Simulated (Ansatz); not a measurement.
Geometry optimisation, Ansatz 0.2.0, DFT LDA, scalar-relativistic, plane waves, PAW.

input.yaml

```yaml
crystal:
  lattice:
    - [-2.29, -3.966396, 0.0]
    - [3.435, -1.983198, 0.0]
    - [0.0, 0.0, 7.17686]
  atoms:
    - { symbol: Be, position: [0.75000007, 0.50000004, 0.0] }
    - { symbol: Be, position: [0.50000004, 0.33333336, 0.25] }
    - { symbol: Be, position: [0.75000007, 0.50000004, 0.5] }
    - { symbol: Be, position: [0.50000004, 0.33333336, 0.75] }
    - { symbol: Be, position: [0.50000003, 2.0e-08, 0.0] }
    - { symbol: Be, position: [0.25000004, 0.83333336, 0.25] }
    - { symbol: Be, position: [0.50000003, 2.0e-08, 0.5] }
    - { symbol: Be, position: [0.25000004, 0.83333336, 0.75] }
    - { symbol: Be, position: [0.25000003, 0.50000002, 0.0] }
    - { symbol: Be, position: [1.0e-08, 0.33333334, 0.25] }
    - { symbol: Be, position: [0.25000003, 0.50000002, 0.5] }
    - { symbol: Be, position: [1.0e-08, 0.33333334, 0.75] }
    - { symbol: Be, position: [0.0, 0.0, 0.0] }
    - { symbol: Be, position: [0.75000008, 0.83333338, 0.25] }
    - { symbol: Be, position: [0.0, 0.0, 0.5] }
    - { symbol: Be, position: [0.75000008, 0.83333338, 0.75] }
    - { symbol: "N", position: [0.76954192, 0.17807701, 0.10918178] }
basis:
  ecutwfc: 420.0
kpoints:
  mp_grid: { grid: [5, 5, 3] }
hamiltonian:
  xc: lda
scf:
  occupations: { method: gaussian, width: 0.15 }
  lower_state_search: "off"
relax:
  f_tol: 0.03
  max_steps: 60
  adjacent_minimum: "off"
```

Launched with:

```bash
$ ansatz run input.yaml --threads 1 --pin off --max-ram 3072MiB --backend cpu --events-out ev --progress --plain --runs-dir out
```

**Question.** Where does it end, and by what steps?

**Answer.** The run converged. Limits of this set-up: coarse k mesh, odd electron count without spin. After 4 steps the energy has fallen by 0.789 eV; Be9 moved furthest, 0.16 Å.

```tsv
step	energy less start (eV)	largest force component (eV/Å)	accepted
0	0.0000	3.359	yes
1	-0.5306	2.040	yes
2	-0.7649	0.430	yes
3	-0.7870	0.048	yes
4	-0.7888	0.009	yes
```

```xyz
17
Lattice="-2.2900 -3.9664 0.0000 3.4350 -1.9832 0.0000 0.0000 0.0000 7.1769" Properties=species:S:1:pos:R:3
Be -0.048 -3.945 -0.106
Be 0.009 -2.602 1.832
Be -0.005 -3.969 3.633
Be 0.013 -2.649 5.341
Be -1.108 -1.957 -0.052
Be 2.165 -2.579 1.856
Be -1.151 -1.976 3.617
Be 2.308 -2.661 5.328
Be 1.269 -2.061 -0.076
Be 1.108 -0.700 1.832
Be 1.126 -1.978 3.630
Be 1.151 -0.679 5.341
Be -0.010 -0.054 -0.052
Be 1.192 -4.661 1.887
Be -0.014 -0.007 3.617
Be 1.149 -4.636 5.325
N -1.145 -3.312 0.890
```

The run took 66 s on 1 thread of Arm Neoverse V1, on a shared host, peak memory 0.4 GiB.
